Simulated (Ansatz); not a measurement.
`[SeH][SiH2][SeH]` + H₂Te → `[SeH][SiH2][TeH]` + H₂Se at 500 K and 1 bar (ligand exchange at the Si–Se bond).

Calculated with Ansatz (gas phase, PBE0-D4/def2-TZVP geometries, no zero-point term in ΔE). CBS: MP2 limit from def2 TZ/QZ plus the TZ coupled-cluster correction, frozen cores. def2 core potentials past Kr. For Se, Te outer-core shells are correlated without core-valence functions, which leaves a few kJ/mol of doubt a bond. Scalar relativity is left out up to krypton. Each species was taken in one conformer, which may not be the lowest.

```tsv
species	CCSD(T)/CBS energy (Eh)	H − E (kJ/mol)	S (J/(mol·K))
`[SeH][SiH2][SeH]`	-5092.94208	127.9	388.9
H₂Te	-268.91024	48.9	247.6
`[SeH][SiH2][TeH]`	-2959.95331	125.2	409.2
H₂Se	-2401.89790	53.1	237.8
```

H − E and S are ideal-gas, rigid-rotor, harmonic terms from PBE0-D4/def2-TZVP, for one conformer and one mirror image of each species. 1 Eh = 2625.50 kJ/mol, R = 8.31446 J/(mol·K).

Problem. By hand: ΔE, ΔH, ΔS and ΔG.

Solution. ΔE = (-2959.95331) + (-2401.89790) − (-5092.94208) − (-268.91024) = 0.00111 Eh = 2.9 kJ/mol. Δ(H − E) = 125.2 + 53.1 − 127.9 − 48.9 = 1.5, so ΔH = 4.4 kJ/mol. ΔS = 409.2 + 237.8 − 388.9 − 247.6 = 10.5 J/(mol·K). ΔG = 4.4 − 500 × (10.5)/1000 = -0.8 kJ/mol.

Problem. By hand: the equilibrium constant, and the temperature at which ΔG would vanish if ΔH and ΔS stayed fixed.

Solution. log₁₀ K = −ΔG/(RT ln 10) = 0.1. ΔG = 0 at ΔH/ΔS = 419 K, though so small a ΔH makes that figure unsure.

TΔS isn't small against ΔH here. The sign of ΔG lies within the doubt. A doubt of 5 kJ/mol in ΔE shifts log₁₀ K by 0.5 here. Other conformers and mirror images would add mixing entropy, several J/(mol·K) or more a flexible species. These are equilibria of isolated gas molecules and say nothing of rates. Largest T1 diagnostic: 0.010 (customary marks: 0.02 for closed shells, 0.045 for open ones).
